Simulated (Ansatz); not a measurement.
Start from `CCNC(C)(C)C` and change one atom or group to get `CC(C)(C)[NH][InH2]`.

Ansatz, PBE0-D4/def2-TZVP geometries, multiplicity 1. Each molecule was computed in one conformer, which needn't be the lowest.

Elements past krypton have def2 core potentials.

| property | `CCNC(C)(C)C` |
| --- | --- |
| HOMO energy (ωB97M-V/def2-TZVPP) / eV | -8.49 |
| LUMO energy (PBE0/def2-TZVPP) / eV | 1.04 |
| LUMO energy (B3LYP/def2-TZVPP) / eV | 0.72 |
| HOMO energy (B3LYP/def2-TZVPP) / eV | -5.90 |
| LUMO energy (ωB97M-V/def2-TZVPP) / eV | 2.46 |
| HOMO–LUMO gap (B3LYP/def2-TZVPP) / eV | 6.62 |

Task: What does the change do to each property? (An estimate is asked.)

Result: The calculation gave: 
```json
{"property": "HOMO energy (ωB97M-V/def2-TZVPP) / eV", "`CC(C)(C)[NH][InH2]`": "-8.66", "shift": "-0.17"}
{"property": "LUMO energy (PBE0/def2-TZVPP) / eV", "`CC(C)(C)[NH][InH2]`": "-1.10", "shift": "-2.14"}
{"property": "LUMO energy (B3LYP/def2-TZVPP) / eV", "`CC(C)(C)[NH][InH2]`": "-1.36", "shift": "-2.08"}
{"property": "HOMO energy (B3LYP/def2-TZVPP) / eV", "`CC(C)(C)[NH][InH2]`": "-6.18", "shift": "-0.28"}
{"property": "LUMO energy (ωB97M-V/def2-TZVPP) / eV", "`CC(C)(C)[NH][InH2]`": "0.27", "shift": "-2.19"}
{"property": "HOMO–LUMO gap (B3LYP/def2-TZVPP) / eV", "`CC(C)(C)[NH][InH2]`": "4.82", "shift": "-1.80"}
```

With PBE0 the HOMO falls by 0.25 eV and the LUMO falls by 2.14 eV, so the gap narrows by about 1.89 eV. PBE moves the HOMO by -0.48 eV and ωB97M-V by -0.17 eV.

B3LYP here is the variant with VWN-RPA as its local correlation; programs differ in this.
